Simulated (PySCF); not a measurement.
Species: C8H11Cl.
SMILES with atom numbers: `[CH3:1][C:2]1=[CH:3]/[C:4](=[CH:5]/[Cl:6])[CH2:7][CH2:8][CH2:9]1`

Structure used (GFN2-xTB), in Å, numbered top down from 1:
```xyz
20
C8H11Cl angstrom
C      2.579    0.589    0.355
C      1.155    0.211    0.107
C      0.156    1.097    0.170
C     -1.229    0.758   -0.087
C     -2.173    1.694    0.038
Cl    -3.846    1.407   -0.256
C     -1.521   -0.653   -0.508
C     -0.538   -1.618    0.147
C      0.892   -1.232   -0.215
H      2.948    0.092    1.252
H      3.206    0.271   -0.478
H      2.684    1.663    0.484
H      0.362    2.129    0.417
H     -1.961    2.711    0.328
H     -1.425   -0.721   -1.597
H     -2.547   -0.917   -0.248
H     -0.746   -2.641   -0.174
H     -0.660   -1.571    1.231
H      1.604   -1.865    0.319
H      1.055   -1.392   -1.287
```

NICS = −σ at a ghost point: NICS(0) at the centroid of the ring atoms, NICS(1) 1 Å to either side along the normal of their mean plane, zz for the tensor component along that normal. Level: GIAO PBE0/pcSseg-1 (PySCF, non-relativistic, gas phase) on the GFN2-xTB geometry, one conformer.

Ring bond lengths (Å), with Mayer bond orders in brackets: C2–C3 1.336 (1.74), C3–C4 1.449 (1.08), C4–C7 1.502 (1.03), C7–C8 1.525 (1.04), C8–C9 1.525 (1.05), C9–C2 1.501 (1.03).

**Question.** What do the NICS probes read (ppm)?

**Answer.** 
| ring | type | NICS(0) | NICS(1), two faces | NICS(1)zz, two faces | rms pucker (Å) | centre to ring atoms, mean (Å) |
| --- | --- | --- | --- | --- | --- | --- |
| C2–C3–C4–C7–C8–C9 | 6-membered carbocycle; formal bonds 1 double, 5 single | -0.1 | -3.0 / -1.4 | 1.4 / 3.3 | 0.20 | 1.44 |

**Question.** What do they say, and how far can they be read as aromaticity?

**Answer.** 
- C2–C3–C4–C7–C8–C9: mean NICS(1)zz 2.3 ppm, near zero. C7, C8, C9 have four or more neighbours; no verdict on aromaticity is drawn.

**Question.** Give the inner angles of the rings and the Hirshfeld charges of the ring atoms.

**Answer.** 
- C2–C3–C4–C7–C8–C9: C2 121.1° (+0.019 e), C3 123.5° (-0.069 e), C4 117.1° (-0.007 e), C7 110.4° (-0.073 e), C8 110.0° (-0.066 e), C9 110.9° (-0.069 e); sum 692.9° against 720° for a flat convex ring.
